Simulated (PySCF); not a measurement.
These are ωB97X-D3(BJ)/def2-TZVP // PBE0-D3(BJ)/def2-TZVP (PySCF) values and carry that method's errors. Gas-phase values, no solvent. One relaxed conformer stands for a flexible species; it need not be the lowest. Delta-SCF ions had no search for a lower state. Excitations are Tamm–Dancoff values on a coarser integration grid. The basis has no diffuse functions, so Rydberg states are missing or too high.

Reference species (SMILES): `C=[SiH]OC` (C–Si–O–C torsion 0°) (neutral, multiplicity 1).

The S1–T1 gap (TDA) is 2.11 eV, the vertical ionisation energy (Delta-SCF) comes out as 8.26 eV and the HOMO is -8.43 eV. The T1 excitation (TDA) is 3.55 eV.

Changed species: `C=[SiH]C(F)F` (C–Si–C–F torsion 11°) (X = difluoromethyl; the reference has X = methoxy).

**Question.** Predict the effect on the S1–T1 gap (TDA), vertical ionisation energy (Delta-SCF), HOMO and T1 excitation (TDA).

**Answer.** the S1–T1 gap (TDA) increases by 0.65 eV, to 2.76 eV; the vertical ionisation energy (Delta-SCF) rises by 0.72 eV, to 8.98 eV; the HOMO drops by 0.71 eV, to -9.14 eV; the T1 excitation (TDA) decreases by 0.67 eV, to 2.88 eV.
